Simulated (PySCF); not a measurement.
F3Sb, SMILES [F][Sb+]([F])[F], charge +1, multiplicity 2. Geometry optimised at PBE-D3(BJ)/def2-SVP. The def2 effective core potentials stand for the cores of Sb; spin–orbit coupling is left out.

Computed equilibrium geometry at PBE-D3(BJ)/def2-SVP (PySCF confirms it by a frequency run) as Cartesian coordinates in Å, and its point group:
point group C3v.
```xyz
4

Sb     0.0000     0.0000    -0.2611
F     -1.5269    -0.8815     0.4931
F      1.5269    -0.8815     0.4931
F      0.0000     1.7631     0.4931
```
Charge +1, spin multiplicity 2.
